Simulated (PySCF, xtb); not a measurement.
F₂H₄SSi₂, SMILES F[SiH](F)S[SiH3]. Other conformers were not sampled.

Harmonic wavenumbers (cm⁻¹) from GFN2-xTB run with xtb 6.7.1 at its own minimum, in rising order: 33, 88, 97, 164, 225, 278, 464, 519, 530, 567, 591, 649, 742, 763, 766, 844, 866, 2323, 2329, 2368, 2536.

### Question
What does TPSSh-D3(BJ)/def2-SVP in PySCF give at its own minimum? (An estimate is asked for; the answer gives what the named calculation found.)

### Answer
28, 108, 145, 214, 277, 351, 480, 535, 628, 642, 802, 840, 865, 943, 952, 954, 964, 2278, 2292, 2294, 2359. Paired by order, the mean absolute difference is 90 cm⁻¹ and the zero-point energies are 25.4 and 27.1 kcal/mol.
